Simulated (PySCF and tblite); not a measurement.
Results of a calculation; reference values are marked as such.
C5H10OS, numbered as in [O:1]=[S:2]1[CH2:3][CH2:4][CH2:5][CH2:6][CH2:7]1.

Free energies: PBE0-D3(BJ)/def2-TZVP on PBE0-D3(BJ)/def2-SVP structures plus GFN2-xTB thermal terms, symmetry and mirror images included. Conformers within 4 kcal/mol (GFN2-xTB free energy) were kept, 5 at most. Programs: PySCF with density fitting and tblite.

The 6-ring runs over atoms 2–3–4–5–6–7. Of a mirror pair one member is shown.

```tsv
conformer	shape	symmetry	dipole D
1	6-ring chair (O1 axial)	Cs	3.84
2	6-ring chair (all substituents equatorial)	Cs	4.62
3	6-ring twist-boat (ring torsions -68, 37, 34, -74, 38, 26°)	C1 (pair)	4.25
```

**Question.** Which of these conformers is the most populated at 298.15 K, and with what share?

**Answer.** Conformer 1, about 72 %.

**Question.** Give the DFT energies and free energies relative to the lowest, and all weights.

**Answer.** 
```
conformer                                                        shape  E(DFT) kcal/mol  G(298.15 K) kcal/mol  weight %
        1                                      6-ring chair (O1 axial)             0.00                  0.00      72.2
        2                   6-ring chair (all substituents equatorial)             0.76                  0.57      27.8
        3  6-ring twist-boat (ring torsions -68, 37, 34, -74, 38, 26°)             5.22                  4.64       0.0
```

**Question.** How does its share change from 180 K to 400 K?

**Answer.** From 85 % to 65 %; the mixing entropy goes from 0.83 to 1.31 cal/(mol K).
